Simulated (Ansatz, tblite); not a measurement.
Removing and adding an electron: the cluster Ga5F (the lowest singlet isomer of a short search). Charge 0, multiplicity 1. Geometry: PBE-D4/def2-SVP. Ansatz, gas phase; energy differences of separate SCF runs; the oxidised species was run as a doublet alone; the reduced species was run as a doublet alone.

```xyz
6

Ga    0.1490   -1.4620    0.1353
Ga    0.2996   -0.5541   -2.1821
Ga   -1.8995    0.2365   -0.5834
Ga    1.8792    0.6621   -0.1720
Ga   -0.2887    1.5834    1.0105
F    -0.1397   -0.4659    1.7917
```

The xTB rows come from tblite. B3LYP takes the VWN-RPA correlation. The structure comes from a short search, and lower isomers may exist.

| level | −HOMO (eV) | vertical IE (eV) | −LUMO (eV) | vertical EA (eV) | HOMO–LUMO gap (eV) | IE − EA (eV) | remarks |
| --- | --- | --- | --- | --- | --- | --- | --- |
| GFN1-xTB | 7.40 | 9.23 | 6.85 | – | 0.56 | – | – |
| PBE-D4/def2-SVP | 4.61 | – | 3.44 | 1.38 | 1.17 | – | HOMO above zero (-1 doublet), restricted SCF unstable in HF (singlet) |
| PBE0-D4/def2-SVP | 5.24 | – | 2.85 | 1.44 | 2.39 | – | restricted SCF unstable in HF (singlet) |
| PBE0-D4/def2-TZVP | 5.20 | 6.63 | 2.82 | – | 2.38 | – | restricted SCF unstable in HF (singlet) |

Question: Estimate the rows for GFN2-xTB, PBE-D4/def2-TZVP, B3LYP-D4/def2-TZVP.

Answer: 
```
             level  −HOMO (eV)  vertical IE (eV)  −LUMO (eV)  vertical EA (eV)  HOMO–LUMO gap (eV)  IE − EA (eV)                                  remarks
          GFN2-xTB        6.97              8.92        6.45              4.76                0.52          4.16                                        –
  PBE-D4/def2-TZVP        4.57              6.66        3.43                 –                1.14             –                                        –
B3LYP-D4/def2-TZVP        5.02              6.64        2.91                 –                2.11             –  restricted SCF unstable in HF (singlet)
```

   A HOMO above zero means that the electron is unbound at that level or that self-interaction error raises the level; the energy of removing that electron tells which. Raw xTB energy differences between charge states are shifted by several eV; the methods need an empirical correction for them. Sets without diffuse functions give affinities that are too small.
